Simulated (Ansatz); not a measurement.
**Relative stability**

The two ends of one reaction step of Si$_{4}$H$_{12}$ClOF, singlet (PBE0-D4/def2-TZVP).

A:

```xyz
19
angstrom
Si -0.9773 -0.4951 0.7804
Si 2.4270 1.1106 -1.7178
Si -2.9458 -1.0854 1.9101
Si -0.6829 -1.4520 -1.3435
F -0.9173 1.1143 0.6876
H 0.8806 2.2665 0.9550
Cl 0.6117 -1.0546 1.9757
H 2.8766 0.1478 -0.6829
O 1.8400 2.3067 1.0099
H 3.1815 2.3817 -1.6473
H 2.6639 0.4848 -3.0503
H 0.9649 1.3486 -1.6002
H -4.1264 -0.6919 1.0968
H -2.9422 -2.5596 2.0953
H -2.9887 -0.4054 3.2299
H -1.2580 -2.8221 -1.2657
H 0.7534 -1.5360 -1.7022
H -1.4352 -0.6619 -2.3516
H 2.0740 1.6030 1.6204
```

B:

```json
{"atom": "Si1", "x (Å)": "-0.9257", "y (Å)": "-0.1895", "z (Å)": "-1.0078"}
{"atom": "Si2", "x (Å)": "0.9223", "y (Å)": "1.2225", "z (Å)": "-1.3810"}
{"atom": "Si3", "x (Å)": "-1.9130", "y (Å)": "0.1587", "z (Å)": "1.1010"}
{"atom": "Si4", "x (Å)": "-0.3959", "y (Å)": "-2.4361", "z (Å)": "-1.4707"}
{"atom": "F5", "x (Å)": "-2.0357", "y (Å)": "0.2780", "z (Å)": "-2.1002"}
{"atom": "H6", "x (Å)": "1.5714", "y (Å)": "-0.0266", "z (Å)": "1.7441"}
{"atom": "Cl7", "x (Å)": "1.2170", "y (Å)": "-1.2539", "z (Å)": "1.3792"}
{"atom": "H8", "x (Å)": "1.2426", "y (Å)": "1.8803", "z (Å)": "2.7581"}
{"atom": "O9", "x (Å)": "1.8914", "y (Å)": "1.5581", "z (Å)": "2.1248"}
{"atom": "H10", "x (Å)": "2.2214", "y (Å)": "0.5308", "z (Å)": "-1.1795"}
{"atom": "H11", "x (Å)": "0.8703", "y (Å)": "1.7790", "z (Å)": "-2.7592"}
{"atom": "H12", "x (Å)": "0.8995", "y (Å)": "2.3934", "z (Å)": "-0.4449"}
{"atom": "H13", "x (Å)": "-3.2254", "y (Å)": "0.8306", "z (Å)": "0.8872"}
{"atom": "H14", "x (Å)": "-2.1345", "y (Å)": "-1.1083", "z (Å)": "1.8422"}
{"atom": "H15", "x (Å)": "-1.0804", "y (Å)": "1.0650", "z (Å)": "1.9408"}
{"atom": "H16", "x (Å)": "-0.6934", "y (Å)": "-3.3054", "z (Å)": "-0.3027"}
{"atom": "H17", "x (Å)": "1.0394", "y (Å)": "-2.5775", "z (Å)": "-1.8298"}
{"atom": "H18", "x (Å)": "-1.2262", "y (Å)": "-2.8776", "z (Å)": "-2.6248"}
{"atom": "H19", "x (Å)": "1.7550", "y (Å)": "2.0786", "z (Å)": "1.3232"}
```

Ansatz 0.2.0; basis: def2-TZVPP; cores frozen in the correlated methods. B3LYP uses VWN-RPA correlation.

Problem. Which structure is lower at CCSD(T), and by how much? (An estimate is asked for; the value comes from the calculation.)

Solution. The calculation gives: A, by 0.923 eV (electronic energy, against the other). By their contacts, A is a complex of Si₃H₆ClF ([F][Si]([SiH3])([SiH3])[Cl]) + SiH₄ + H₂O and B is a complex of Si₄H₉F ([F][Si]([SiH3])([SiH3])[SiH3]) + HCl + H₂O.

All methods give the same order:

| method | E(B) − E(A) (eV) |
| --- | --- |
| SPW92 | 0.462 |
| PBE-D4 | 0.650 |
| BLYP-D4 | 0.821 |
| r2SCAN-D4 | 0.820 |
| B97M-V | 0.839 |
| PBE0-D4 | 0.743 |
| B3LYP-D4 | 0.883 |
| r2SCAN0-D4 | 0.868 |
| BHLYP-D4 | 0.987 |
| CAM-B3LYP-D4 | 0.938 |
| wB97X-V | 0.906 |
| wB97M-V | 0.937 |
| B2PLYP | 0.984 |
| PBE-QIDH | 0.875 |
| RPA on PBE | 0.964 |
| HF | 1.365 |
| MP2 | 0.952 |
| CCSD | 0.989 |
| CCSD(T) | 0.923 |

No T1 diagnostic of these runs exceeds 0.013.

Labels in which every atom is bracketed show which atoms are joined, not bond orders.

For scale, one of the runs: CCSD(T)/def2-TZVPP, 440 basis functions, launched by `ansatz run in.yaml --threads 4 --pin off --events-out ev --progress --plain --max-ram 66560MiB --backend cuda --devices 0, --max-vram 37GiB`. Time: 46 s of wall clock on 4 CPU threads of an AMD EPYC 7R13 and a share of one NVIDIA H100; the host was shared. Peak host memory: 1.8 GiB.
